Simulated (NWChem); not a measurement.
System: C5H5F; SMILES C=CC(=C=C)F

Here is an NWChem input.

```
start job
memory heap 200 mb stack 900 mb global 1100 mb
geometry units angstroms noautosym nocenter noautoz
  C      0.400403    -2.592330     0.000000
  C      0.092730    -1.323644     0.000000
  C     -0.185918    -0.032791     0.000000
  F     -1.465010     0.374091     0.000000
  C      0.802442     1.034917     0.000000
  C      0.485294     2.335313     0.000000
  H      0.533473    -3.151063     0.935123
  H      0.533473    -3.151063    -0.935123
  H      1.845700     0.707129     0.000000
  H     -0.556996     2.662244     0.000000
  H      1.261985     3.102724     0.000000
end
basis spherical
  * library 6-31g*
end
dft
  xc b3lyp
  iterations 150
end
property
  response 1 0.0773
end
task dft property
```

NWChem printed, in part:

```
             Northwest Computational Chemistry Package (NWChem) 7.3.0
             --------------------------------------------------------

                             Geometry "geometry" -> ""
                             -------------------------

 Output coordinates in angstroms (scale by  1.889725989 to convert to a.u.)

  No.       Tag          Charge          X              Y              Z
 ---- ---------------- ---------- -------------- -------------- --------------
    1 C                    6.0000     0.40040300    -2.59233000     0.00000000
    2 C                    6.0000     0.09273000    -1.32364400     0.00000000
    3 C                    6.0000    -0.18591800    -0.03279100     0.00000000
    4 F                    9.0000    -1.46501000     0.37409100     0.00000000
    5 C                    6.0000     0.80244200     1.03491700     0.00000000
    6 C                    6.0000     0.48529400     2.33531300     0.00000000
    7 H                    1.0000     0.53347300    -3.15106300     0.93512300
    8 H                    1.0000     0.53347300    -3.15106300    -0.93512300
    9 H                    1.0000     1.84570000     0.70712900     0.00000000
   10 H                    1.0000    -0.55699600     2.66224400     0.00000000
   11 H                    1.0000     1.26198500     3.10272400     0.00000000

 Effective nuclear repulsion energy (a.u.)     200.8411313487

                              NWChem Property Module
                              ----------------------

                                 NWChem DFT Module
                                 -----------------

 Summary of "ao basis" -> "ao basis" (spherical)
 ------------------------------------------------------------------------------
       Tag                 Description            Shells   Functions and Types
 ---------------- ------------------------------  ------  ---------------------
 C                           6-31g*                  6       14   3s2p1d
 F                           6-31g*                  6       14   3s2p1d
 H                           6-31g*                  2        2   2s

            General Information
            -------------------
          SCF calculation type: DFT
          Wavefunction type:  closed shell.
          No. of atoms     :    11
          No. of electrons :    44
           Alpha electrons :    22
            Beta electrons :    22
          Charge           :     0
          Spin multiplicity:     1
          Use of symmetry is: off; symmetry adaption is: off
          Maximum number of iterations: 150
          AO basis - number of functions:    94
                     number of shells:    46
          Convergence on energy requested:  1.00D-06
          Convergence on density requested:  1.00D-05
          Convergence on gradient requested:  5.00D-04

              XC Information
              --------------
                         B3LYP Method XC Potential
                     Hartree-Fock (Exact) Exchange  0.200
                        Slater Exchange Functional  0.800 local
                    Becke 1988 Exchange Functional  0.720 non-local
              Lee-Yang-Parr Correlation Functional  0.810
                  VWN I RPA Correlation Functional  0.190 local

             Grid Information
             ----------------
          Grid used for XC integration:  medium
          Radial quadrature: Mura-Knowles
          Angular quadrature: Lebedev.
          Tag              B.-S. Rad. Rad. Pts. Rad. Cut. Ang. Pts.
          ---              ---------- --------- --------- ---------
          C                   0.70       49          13.0       434
          F                   0.50       49          10.0       434
          H                   0.35       45          13.0       434
          Grid pruning is: on
          Number of quadrature shells:   519
          Spatial weights used:  Erf1

      Superposition of Atomic Density Guess
      -------------------------------------

 Sum of atomic energies:        -290.16476546

      Non-variational initial energy
      ------------------------------

 Total energy =    -293.360762
 1-e energy   =    -792.710255
 2-e energy   =     298.508362
 HOMO         =      -0.225669
 LUMO         =      -0.009502

   convergence    iter        energy       DeltaE   RMS-Dens  Diis-err
 ---------------- ----- ----------------- --------- --------- ---------
 d= 0,ls=0.0,diis     1   -293.1985446531 -4.94D+02  1.41D-02  7.00D-01
 d= 0,ls=0.0,diis     2   -293.2059671549 -7.42D-03  7.08D-03  7.47D-01
 d= 0,ls=0.0,diis     3   -293.2704838164 -6.45D-02  2.68D-03  9.80D-02
 d= 0,ls=0.0,diis     4   -293.2791976832 -8.71D-03  9.37D-04  1.60D-02
 d= 0,ls=0.0,diis     5   -293.2811721213 -1.97D-03  2.95D-04  1.06D-03
  Resetting Diis
 d= 0,ls=0.0,diis     6   -293.2812873815 -1.15D-04  1.03D-04  9.97D-05
 d= 0,ls=0.0,diis     7   -293.2813009473 -1.36D-05  6.17D-05  9.24D-06
 d= 0,ls=0.0,diis     8   -293.2812983990  2.55D-06  4.09D-05  2.90D-05
 d= 0,ls=0.0,diis     9   -293.2813020809 -3.68D-06  3.39D-06  1.30D-07
 d= 0,ls=0.0,diis    10   -293.2813020976 -1.67D-08  7.25D-07  7.83D-09

[...]

 DFT Linear Response polarizability / au
 Frequency  =       0.0773000 / au
 Wavelength =     589.4353558 / nm
              X              Y              Z
 -----------------------------------------------
 X      37.6658650     -6.6418168     -0.0000000
 Y      -6.6418834    122.7736259     -0.0000000
 Z      -0.0000000     -0.0000000     25.5217610
 -----------------------------------------------
 Eigenvalues =      37.1506560    123.2888350     25.5217610
 Isotropic   =      61.9870840
 Anisotropic =      92.5024806
 -----------------------------------------------

 Magnetic Dipole Response Matrix (nonzero elements):

 Exiting AOResponse driver routine
```

Level: B3LYP/6-31G* (spherical d). Geometry: optimised at PBE0/def2-SVP.
